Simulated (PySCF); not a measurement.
# From computed data to an observable: oscillator strength and radiative lifetime

CH4MgOS, SMILES [O]([Mg][SH])C.

Geometry optimised at B3LYP-D3(BJ)/def2-SVP. The values are those of a single conformer.

PySCF with TDA-ωB97X/def2-SVPD puts the first singlet state with f over 0.02 at 4.96 eV (vertical), with the transition dipole (0.222, -0.438, 0.359) in atomic units.

Q: Find the oscillator strength, the wavelength and the radiative lifetime that this transition would have in vacuum if emission retraced absorption.

A: 
|μ|² = 0.3700 au, so |μ| = 1.55 D. ΔE = 4.96/27.211 = 0.1823 hartree. f = (2/3) ΔE |μ|² = 0.045 (the program prints 0.045).
λ = 1239.84/4.96 = 250 nm; ν = 40005 cm⁻¹.
Einstein's coefficient A = 0.6670 ν² f s⁻¹ (ν in cm⁻¹) = 4.8e7 s⁻¹, so τ = 1/A = 21 ns. This state is S1. The figure is the radiative limit of this one transition; relaxation, internal conversion, crossing to triplets and a medium change what is measured.
